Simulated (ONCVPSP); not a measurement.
Potentials for rubidium (Rb) compared

Generated with ld1.x 7.5 (TM, RRKJ, ultrasoft, PAW), atompaw 4.2 or ONCVPSP 4.0.1. The cutoff is in Ry: for ld1.x and atompaw files where the sum of valence levels is converged to 10 mRy in a Bessel basis, for ONCV files where the hardest occupied wave has 1 mHa per electron of residual kinetic energy. The error is the largest all-electron minus pseudo excitation energy over each file’s own four to seven test configurations (ionisations up to +4, promotions, holes and added fractions of an electron), all of which were solved. The labels leave out finer settings (local radius, basis sizes, second energies), which also bear on the numbers. Spin-polarised tests are not counted. The rows are a selection from randomly drawn settings: files with unsolved tests, undetermined cutoffs or missed reference levels are left out.

A true bound ghost makes a file unfit for plane-wave use even where its test errors are small: the radial tests pick states by their node count and pass the ghost by.

| potential | cutoff (Ry) | largest error (meV) | bound ghosts |
| --- | --- | --- | --- |
| ONCV, PBE, scalar-relativistic, rc 3.75/1.65/3.25 (spd), local smoothed, core correction yes, reference 4p6 5s0.5, qcut 1.8/4.6/3.4, projectors 2/2/2 | 18 | -146 | s |
| ONCV, PBE, scalar-relativistic, rc 2.20/2.35/2.55 (spd), local smoothed, core correction yes, reference 4s2 4p6 5s1, qcut 5.5/4.8/3.7, projectors 2/1/1 | 23 | +5.6 | none |
| ONCV, PBE, scalar-relativistic, rc 2.10/1.80/1.90 (spd), local smoothed, core correction yes, reference 4s2 4p6 5s1, qcut 5.6/4.9/4.4, projectors 2/1/2 | 20 | -73 | none |
| ONCV, PBE, scalar-relativistic, rc 2.75/2.85/2.40 (spd), local smoothed, core correction yes, reference 4s2 4p6 5s0.75 5p0.25, qcut 4.8/5.4/4.7, projectors 3/2/2 | 14 | -248 | none |
| ONCV, BLYP, scalar-relativistic, rc 2.30/2.05/2.50 (spd), local smoothed, core correction no, reference 4s2 4p6 5s1, qcut 4/5.7/3.5, projectors 2/2/2 | 13 | +5.2 | none |

Question: Fill in the row for Rb: ONCV, PBE, scalar-relativistic, rc 2.20/1.50/1.50 (spd), local d, core correction yes, reference 4s2 4p6 5s0.75, qcut 5.4/4.6/5.4, projectors 2/2/0.

Answer: cutoff 63 Ry, largest error -0.4 meV, bound ghosts: none.
